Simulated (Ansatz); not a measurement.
Abridged output of a molecular run in Ansatz:

```
Functional definition: HF
3620 factors; integrals over basis functions are off by at most 1.1e-3 eV
mean field evaluation 1: about -58550.5621 eV, gradient 6.8e1 eV
mean field evaluation 2: about -58551.4605 eV, gradient 6.8e1 eV
mean field evaluation 4: about -58562.9300 eV, gradient 1.8e1 eV
mean field evaluation 8: about -58563.8020 eV, gradient 1.4e0 eV
mean field evaluation 16: about -58563.8086 eV, gradient 2.6e-6 eV
mean field -58563.80855766 eV, -2152.1802685189 hartree, gradient 2.6e-6 eV, S^2 0.000000; 2 other end points of the search recorded, 0 dependent functions left out
25 core orbitals not correlated: weight in the atoms' cores, before any rotation towards them, 1.000 or more for the frozen orbitals, at most 0.000 for the correlated occupied ones
reference -58563.80855766 eV, -2152.1802685189 hartree; 38, 38 occupied and 535, 535 virtual orbitals, 3620 factors
second order -68.42348494 eV of doubles, -0.00000000 eV of singles
cycle   1  -64.67067186 eV  change     3.8e0 eV  update   4.1e-1
cycle   2  -67.28660440 eV  change    -2.6e0 eV  update   4.5e-1
cycle   3  -68.19706135 eV  change   -9.1e-1 eV  update   7.8e-2
cycle   4  -68.30975282 eV  change   -1.1e-1 eV  update   3.7e-2
cycle   5  -68.28955608 eV  change    2.0e-2 eV  update   1.2e-2
cycle   6  -68.27994991 eV  change    9.6e-3 eV  update   5.4e-3
cycle   7  -68.27792836 eV  change    2.0e-3 eV  update   2.9e-3
cycle   8  -68.27672965 eV  change    1.2e-3 eV  update   1.5e-3
cycle   9  -68.27645225 eV  change    2.8e-4 eV  update   8.0e-4
cycle  10  -68.27744985 eV  change   -1.0e-3 eV  update   3.4e-4
cycle  11  -68.27756247 eV  change   -1.1e-4 eV  update   1.7e-4
cycle  12  -68.27729826 eV  change    2.6e-4 eV  update   8.5e-5
cycle  13  -68.27734849 eV  change   -5.0e-5 eV  update   6.2e-5
perturbative correction -4.32050694 eV, -0.1587757017 hartree
Total energy: -58636.40641309 eV, -2154.8481904974 hartree
```

Its atoms:

Cartesian coordinates in Å:
```
Cl 1.264 1.301 -2.069
Ti 0.091 -0.044 -0.586
Cl -0.606 -1.615 -2.144
C -1.661 1.476 -1.184
C -0.928 2.057 -0.122
C -1.089 1.247 1.010
C -1.906 0.147 0.648
C -2.282 0.318 -0.699
C 1.618 -0.008 1.207
C 2.379 -0.366 0.077
C 1.906 -1.596 -0.397
C 0.872 -2.030 0.466
C 0.704 -1.060 1.463
H -1.684 1.830 -2.202
H -0.313 2.940 -0.191
H -0.658 1.424 1.983
H -2.214 -0.662 1.291
H -2.880 -0.367 -1.276
H 1.737 0.894 1.787
H 3.140 0.239 -0.386
H 2.226 -2.096 -1.297
H 0.286 -2.927 0.346
H -0.004 -1.101 2.275
```

Q: Which basis set was used?
A. cc-pV(Q+d)Z
B. def2-TZVPP
C. def2-SVPD
D. def2-QZVPP

A: B. It gives 598 functions.

Q: Write the keys of the input that set method, charge and spin (a neutral closed shell needs none for the last two).

A: 
```yaml
correlation: {method: ccsd_t}
```
